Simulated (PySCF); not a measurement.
**Correlation energy of Ho (holmium, neutral)**

[Xe] 4f11 6s2, one real determinant. Computed with PySCF 2.14 in cc-pwCVTZ-X2C with one added diffuse shell of g type (12s11p9d7f5g1h, 195 functions), with scalar relativity by spin-free X2C-1e. Frozen: [Kr] 4d10; 21 electrons correlated.

MP2 pair energies summed by pair of shells (mhartree):

```json
{"pair": "4f-4f", "energy": "-504.81", "share (%)": "45.2"}
{"pair": "4f-5p", "energy": "-292.34", "share (%)": "26.2"}
{"pair": "5p-5p", "energy": "-133.11", "share (%)": "11.9"}
{"pair": "4f-5s", "energy": "-69.22", "share (%)": "6.2"}
{"pair": "5s-5p", "energy": "-38.68", "share (%)": "3.5"}
{"pair": "5p-6s", "energy": "-31.08", "share (%)": "2.8"}
{"pair": "4f-6s", "energy": "-19.24", "share (%)": "1.7"}
{"pair": "6s-6s", "energy": "-19.03", "share (%)": "1.7"}
{"pair": "5s-5s", "energy": "-7.11", "share (%)": "0.6"}
{"pair": "5s-6s", "energy": "-1.63", "share (%)": "0.1"}
```

Total MP2 correlation energy: -1116.2 mhartree.

Same-spin part -422.14 and opposite-spin part -694.11 mhartree; SCS-MP2 scales them by 1/3 and 6/5 to -973.64 mhartree.

The reference is one real determinant that mixes LS terms of this configuration.
